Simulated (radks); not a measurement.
Results of a calculation; reference values are marked as such.
Spin polarisation of the 3d5 shell in Cr+. Start: [Ar] 3d(up 2.5, down 2.5); electrons of 3d are moved from spin down to spin up, other shells keep equal spins. Level of theory: non-relativistic Kohn-Sham, PBE, spin-polarised, spherical densities, point nucleus (a radial shooting solver on a logarithmic mesh with Libxc functionals).

moment (Bohr magnetons)  E - E(0) (eV)  e(3d up) (eV)  e(3d down) (eV)  3p down minus up (eV)  3s down minus up (eV)
0                                0.000         -9.932           -9.932                  0.000                  0.000
1                               -0.199        -10.297           -9.500                  0.903                  0.914
2                               -0.796        -10.592           -9.000                  1.804                  1.825
3                               -1.790        -10.811           -8.430                  2.701                  2.732
4                               -3.177        -10.946           -7.780                  3.590                  3.628
5                               -4.965        -10.990           -6.942                  4.468                  4.510

At moment 5 the spin-polarisation energy is -4.965 eV and the 3d exchange splitting 4.049 eV, that is 0.810 eV per Bohr magneton; E = -I m^2/4 would give I = 0.794 eV.
